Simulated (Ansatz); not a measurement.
Au2Cl2⁺. Total charge 1; doublet. Geometry PBE0-D4/def2-SVP, basis def2-TZVP, Ansatz.

Cartesian coordinates in Å:
```
Au 2.4881 1.3912 0.1047
Au -0.8250 -0.4925 -0.0062
Cl 0.3910 1.2410 -0.9564
Cl -2.0541 -2.1397 0.8579
```

```tsv
run	HOMO (eV)	LUMO (eV)
A	-15.82	-8.74
B	-13.08	-11.27
C	-12.21	-11.77
D	-12.91	-11.41
E	-14.41	-9.97
F	-13.31	-11.04
```

In the def2 sets Au takes a core potential; there is no spin–orbit coupling. LC-ωPBE has ω = 0.4 bohr⁻¹. B3LYP takes the VWN-RPA correlation. HSE06 is defined as in plane-wave codes, on full-range PBE exchange. The structure comes from a short search, and lower isomers may exist.

HOMO and LUMO are taken over both spins.

Q: The runs used B3LYP, BHLYP, HSE06, LC-ωPBE, PBE0, r2SCAN. Estimate which is which.

A: A LC-ωPBE (range-separated); B B3LYP (20 % exact exchange); C r2SCAN (0 % exact exchange); D HSE06 (range-separated); E BHLYP (50 % exact exchange); F PBE0 (25 % exact exchange). Exact exchange lowers occupied and raises empty levels; among semilocal functionals meta-GGAs tend to open the gap a little, and such runs are hard to tell apart. The gap grows from 0.44 eV (r2SCAN) to 7.08 eV (LC-ωPBE).
